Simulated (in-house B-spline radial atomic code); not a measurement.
Radial electron density of the magnesium ion Mg⁺, [Ne] 3s1. Computed with an all-electron radial atomic-structure program (B-spline basis): scalar-relativistic (X2C) AM05, spin-polarised, spherical fractional occupations, Fermi nucleus of rms radius 3.057 fm.

Columns: r (bohr), 4πr²n(r) (electrons per bohr), bar.

```
 0.00504   0.3289 #
 0.00606   0.4608 ##
 0.00729   0.6431 ##
 0.00876   0.8908 ###
  0.0105     1.22 ####
  0.0127    1.684 ######
  0.0152    2.261 ########
  0.0183     3.03 ##########
   0.022    3.992 #############
  0.0265    5.182 #################
  0.0319    6.581 ######################
  0.0383    8.124 ###########################
  0.0461    9.759 ################################
  0.0554    11.29 ######################################
  0.0666    12.53 ##########################################
  0.0801    13.23 ############################################
  0.0964    13.18 ############################################
   0.116    12.34 #########################################
   0.139    10.91 ####################################
   0.168    9.185 ###############################
   0.201      7.9 ##########################
   0.242    7.428 #########################
   0.291    7.992 ###########################
    0.35    9.268 ###############################
   0.421    10.54 ###################################
   0.507    11.04 #####################################
   0.609     10.3 ##################################
   0.733    8.422 ############################
   0.881    5.976 ####################
    1.06    3.641 ############
    1.27    1.966 #######
    1.53   0.9951 ###
    1.84   0.6057 ##
    2.22   0.4899 ##
    2.66   0.4216 #
     3.2   0.3071 #
    3.85   0.1726 #
    4.63  0.07178 
    5.57  0.02118 
     6.7 0.004228 
    8.05 0.0005426 
    9.69 3.99e-05
```

On this grid the curve has 2 maxima, near 0.0801, 0.507 bohr.

The 2p down radial function P(r) = rR(r), positive near the nucleus:

| r (bohr) | P |
| --- | --- |
| 0.00504 | 0.001381 |
| 0.00729 | 0.002815 |
| 0.0105 | 0.005674 |
| 0.0152 | 0.01147 |
| 0.022 | 0.02294 |
| 0.0319 | 0.0453 |
| 0.0461 | 0.08683 |
| 0.0666 | 0.1609 |
| 0.0964 | 0.2853 |
| 0.139 | 0.4717 |
| 0.201 | 0.7178 |
| 0.291 | 0.9748 |
| 0.421 | 1.139 |
| 0.609 | 1.102 |
| 0.881 | 0.8461 |
| 1.27 | 0.4886 |
| 1.84 | 0.1905 |
| 2.66 | 0.04451 |
| 3.85 | 0.004939 |
